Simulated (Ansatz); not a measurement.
## Ligand exchange: H2Se + Si2H4O2 → SiH3(SeH) + Si(OH)2

Gas-phase species: H2Se (hydrogen selenide) `[SeH2]`, singlet; Si2H4O2 `O[Si]O[SiH3]`, singlet; SiH3(SeH), singlet; Si(OH)2, singlet. The partners trade H for SiH3: Se–H and O–SiH3 bonds give way to Se–SiH3 and O–H.

Shapes, held fixed at every level: PBE0-D4/def2-TZVP. Flexible molecules stand in one conformer, not always the lowest. Programs: Ansatz 0.2.0. The zero-point and thermal change to 298 K, harmonic and unscaled (PBE0-D4/def2-TZVP), is +6.3 kJ/mol.

```json
{"level": "PBE-D4/def2-TZVPP", "kind": "GGA", "ΔH(298 K) (kJ/mol)": "+30.6", "less CCSD(T)/def2-TZVPP": "-16.6"}
{"level": "r2SCAN-D4/def2-TZVPP", "kind": "meta-GGA", "ΔH(298 K) (kJ/mol)": "+40.2", "less CCSD(T)/def2-TZVPP": "-7.0"}
{"level": "PBE0-D4/def2-TZVPP", "kind": "global hybrid", "ΔH(298 K) (kJ/mol)": "+33.9", "less CCSD(T)/def2-TZVPP": "-13.3"}
{"level": "r2SCAN0-D4/def2-TZVPP", "kind": "global hybrid", "ΔH(298 K) (kJ/mol)": "+40.8", "less CCSD(T)/def2-TZVPP": "-6.4"}
{"level": "wB97X-V/def2-TZVPP", "kind": "range-separated hybrid", "ΔH(298 K) (kJ/mol)": "+44.4", "less CCSD(T)/def2-TZVPP": "-2.8"}
{"level": "MP2/def2-TZVPP", "kind": "perturbation theory", "ΔH(298 K) (kJ/mol)": "+44.8", "less CCSD(T)/def2-TZVPP": "-2.4"}
{"level": "CCSD(T)/def2-SVP", "kind": "coupled cluster or CI", "ΔH(298 K) (kJ/mol)": "+50.5", "less CCSD(T)/def2-TZVPP": "+3.3"}
{"level": "CCSD(T)/def2-TZVPP", "kind": "coupled cluster or CI", "ΔH(298 K) (kJ/mol)": "+47.2", "less CCSD(T)/def2-TZVPP": "0.0"}
```

The highest level, CCSD(T)/def2-TZVPP, gives ΔH(298 K) = +47.2 kJ/mol; the levels span +30.6 to +50.5. The column of differences is taken from that level and isn't an error. No measured value is set beside it here. Relativity is left out for Se. Outer-core shells of Se are correlated, in sets that cover them unevenly.
